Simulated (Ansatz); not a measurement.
Born–Oppenheimer molecular dynamics of AlBrFH3 (6 atoms, charge 0, multiplicity 1). It starts at the highest image of a converged band, a first-order saddle point between two minima.

Method: RKS PBE0/def2-SVP (Ansatz).

```yaml
ensemble: NVE (velocity Verlet)
time_step: 0.5 fs
steps_asked: 200
starting_velocities_drawn_for: 300 K
seed: 5999
```

First frame:

```xyz
6
Properties=species:S:1:pos:R:3
Al 0.011 -0.152 0.008
F 0.018 0.058 1.782
H 1.418 0.142 -0.639
H -1.420 0.063 -0.618
Br 0.084 -2.580 0.943
H 0.055 -1.289 1.842
```

Q: How far do the bonds stretch over the last three quarters of this one trajectory? (Pairs bonded in most of those frames.)

A: 
```tsv
bond	mean (Å)	spread (Å)	shortest	longest
Al1–F2	2.042	0.119	1.78	2.15
Al1–H3	1.581	0.007	1.57	1.60
Al1–H4	1.581	0.010	1.56	1.60
Al1–Br5	2.393	0.131	2.20	2.54
F2–H6	1.019	0.120	0.89	1.37
```

Pairs bonded in part of these frames only: F2–H6 83 %, Br5–H6 21 %.

Mean temperature of the second half: 405 K. The conserved energy stayed within 0.25 meV per atom of its start (net change 0.17 meV per atom), so the integration is sound. The kinetic energy rose, since the run started high on the potential surface and went downhill. A run of 0.1 ps of so small a system gives no equilibrium averages. The orbitals stay closed-shell, which can raise the energy where a bond breaks towards radicals; this wasn't checked here.

The run took 8 min on 1 thread of Arm Neoverse V2, on a shared host, peak memory 0.15 GiB.
